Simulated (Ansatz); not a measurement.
Abridged output of a molecular run in Ansatz:

```
Functional definition: HF
1152 factors; integrals over basis functions are off by at most 1.4e-3 eV
mean field evaluation 1: about -137996.5622 eV, gradient 2.0e1 eV
mean field evaluation 2: about -137996.5660 eV, gradient 2.0e1 eV
mean field evaluation 4: about -137998.1115 eV, gradient 2.5e0 eV
mean field evaluation 8: about -137998.1359 eV, gradient 8.4e-5 eV
mean field -137998.13593656 eV, -5071.3379571726 hartree, gradient 1.9e-6 eV, S^2 0.000000; 0 other end points of the search recorded, 0 dependent functions left out
28 core orbitals not correlated: weight in the atoms' cores, before any rotation towards them, 1.000 or more for the frozen orbitals, at most 0.000 for the correlated occupied ones
reference -137998.13593656 eV, -5071.3379571726 hartree; 23, 23 occupied and 69, 69 virtual orbitals, 1152 factors
second order -19.70368737 eV of doubles, -0.00000000 eV of singles
cycle   1  -19.94504682 eV  change   -2.4e-1 eV  update   1.0e-1
cycle   2  -20.55924010 eV  change   -6.1e-1 eV  update   3.0e-2
cycle   3  -20.62007896 eV  change   -6.1e-2 eV  update   1.3e-2
cycle   4  -20.61284909 eV  change    7.2e-3 eV  update   2.7e-3
cycle   5  -20.61314903 eV  change   -3.0e-4 eV  update   8.1e-4
cycle   6  -20.61263951 eV  change    5.1e-4 eV  update   2.5e-4
cycle   7  -20.61256389 eV  change    7.6e-5 eV  update   7.6e-5
cycle   8  -20.61259067 eV  change   -2.7e-5 eV  update   2.5e-5
perturbative correction -0.53955068 eV, -0.0198281219 hartree
Total energy: -138019.28807791 eV, -5072.1152840298 hartree
```

Its atoms:

```xyz
8

Cl    0.336   -1.148   -2.413
Ge    0.864   -0.617   -0.393
Cl    0.864   -2.434    0.764
Ge   -0.841    0.864    0.489
H     2.320   -0.132   -0.439
H    -0.491    1.203    1.943
H    -0.873    2.138   -0.364
H    -2.180    0.125    0.411
```

(1) Which basis set was used?
A. def2-SVPD
B. def2-SVP
C. cc-pV(T+d)Z
D. def2-QZVPP

(2) Write the keys of the input that set method, charge and spin (a neutral closed shell needs none for the last two).

Results:

(1) B. It gives 120 functions.

(2) 
```yaml
correlation: {method: ccsd_t}
```
